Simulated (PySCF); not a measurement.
## `C=C[C@@H]1[C@H](C)C[P@@H]1=S`, C6H11PS

Molfile (atoms numbered from 1):
```
C6H11PS
     RDKit          3D

 19 19  0  0  0  0  0  0  0  0999 V2000
    2.5818   -0.7243    0.3405 C   0  0  0  0  0  0  0  0  0  0  0  0
    1.4685   -0.1158   -0.0265 C   0  0  0  0  0  0  0  0  0  0  0  0
    0.3561    0.2136    0.9030 C   0  0  2  0  0  0  0  0  0  0  0  0
   -1.0417   -0.3059    0.4561 C   0  0  2  0  0  0  0  0  0  0  0  0
   -1.0459   -1.6192   -0.3051 C   0  0  0  0  0  0  0  0  0  0  0  0
   -1.4801    0.9348   -0.3496 C   0  0  0  0  0  0  0  0  0  0  0  0
   -0.2461    1.9635    0.5712 P   0  0  2  0  0  5  0  0  0  0  0  0
    0.7954    3.3860   -0.2060 S   0  0  0  0  0  0  0  0  0  0  0  0
    3.3722   -0.9334   -0.3589 H   0  0  0  0  0  0  0  0  0  0  0  0
    2.7481   -1.0376    1.3587 H   0  0  0  0  0  0  0  0  0  0  0  0
    1.3322    0.2010   -1.0538 H   0  0  0  0  0  0  0  0  0  0  0  0
    0.6262   -0.0381    1.9303 H   0  0  0  0  0  0  0  0  0  0  0  0
   -1.6745   -0.4041    1.3427 H   0  0  0  0  0  0  0  0  0  0  0  0
   -0.6281   -2.4116    0.3124 H   0  0  0  0  0  0  0  0  0  0  0  0
   -0.4542   -1.5458   -1.2140 H   0  0  0  0  0  0  0  0  0  0  0  0
   -2.0641   -1.8902   -0.5766 H   0  0  0  0  0  0  0  0  0  0  0  0
   -2.5326    1.2068   -0.2958 H   0  0  0  0  0  0  0  0  0  0  0  0
   -1.1864    0.8636   -1.3994 H   0  0  0  0  0  0  0  0  0  0  0  0
   -0.9366    2.2660    1.7530 H   0  0  0  0  0  0  0  0  0  0  0  0
  1  2  2  0
  2  3  1  0
  3  4  1  0
  4  5  1  0
  4  6  1  0
  6  7  1  0
  7  8  2  0
  7  3  1  0
  1  9  1  0
  1 10  1  0
  2 11  1  0
  3 12  1  1
  4 13  1  1
  5 14  1  0
  5 15  1  0
  5 16  1  0
  6 17  1  0
  6 18  1  0
  7 19  1  1
M  END
```

Method: TDDFT B3LYP/def2-SVPD circular dichroism and optical rotation, one conformer, gas phase (PySCF 2.14.0). Geometry: GFN2-xTB.

The molecule is flexible and this is one conformer; a measurement averages over conformers. States above about 6.4 eV (minus the energy of the highest occupied orbital) lie near or above the ionisation threshold and depend on the basis.

(1) Draw the ECD and absorption spectra from the lowest 16 states, each a Gaussian of half-width 0.2 eV at 1/e height.

Results:

(1) 
```csv
E (eV),λ (nm),Δε (L mol⁻¹ cm⁻¹),ε (L mol⁻¹ cm⁻¹)
4.53,274,+0.01,0.435
4.68,265,+0.23,14.6
4.83,257,+2.41,189
4.98,249,+9.80,934
5.13,242,+15.26,1680
5.28,235,+8.47,1380
5.43,229,+0.18,2430
5.58,222,-3.22,5200
5.73,217,-1.78,5620
5.88,211,+10.78,6210
6.03,206,+22.26,7860
6.18,201,+17.50,5810
6.33,196,+12.12,5490
6.48,191,+10.08,8850
```
Δε uses R in velocity form, ε uses f in length form. Only the states computed contribute, so the short-wavelength end is incomplete.
